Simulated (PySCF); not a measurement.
C₃H₇, charge -1, singlet, geometry from GFN2-xTB (in this run its highest filled SCF level lies above zero, so its values depend strongly on the basis, on diffuse functions most of all). Base run: DF-M06/def2-TZVP (PySCF).

PySCF was given this input:
```python
from pyscf import gto, scf, dft

mol = gto.M(
    atom='''
C    -0.10780469    0.00054251    0.68004084
C    -0.02190610    1.23344102   -0.21846953
C    -0.00646224   -1.23439269   -0.21405251
H     0.84309050    0.00760359    1.30038358
H     0.01296381    2.15358899    0.38110298
H     0.03990771   -2.15188010    0.38880905
H     0.85762803    1.28590022   -0.92185351
H    -0.91331302    1.30302432   -0.86049058
H    -0.89691409   -1.31742471   -0.85580041
H     0.87367531   -1.27835733   -0.91726391
''',
    basis='def2-tzvp',
    charge=-1,
    verbose=4,
)

mf = dft.RKS(mol)
mf.xc = 'm06'
mf = mf.density_fit(auxbasis='def2-universal-jkfit')
mf.kernel()
mf.analyze()
```

Variants of this job, named by their change:

```csv
change,ΔE vs base (mEh),grid points,electrons on the grid
base,0.000,111016,26.00002
grids.radi_method = mura_knowles,-0.001,106264,26.00002
grids.radi_method = gauss_chebyshev,-0.004,108424,26.00002
grids.level = 1,-0.050,32848,25.99975
small_rho_cutoff = 0,0.000,111016,26.00002
grids.prune = dft.gen_grid.treutler_prune,0.002,94848,26.00001
grids.level = 0,12.833,7600,26.00731
"grids.atom_grid = (30, 110)",2.016,24648,25.99942
"grids.atom_grid = (150, 974)",0.030,816720,26.00000
grids.level = 4,0.034,195784,26.00000
grids.level = 2,0.017,71232,26.00001
```
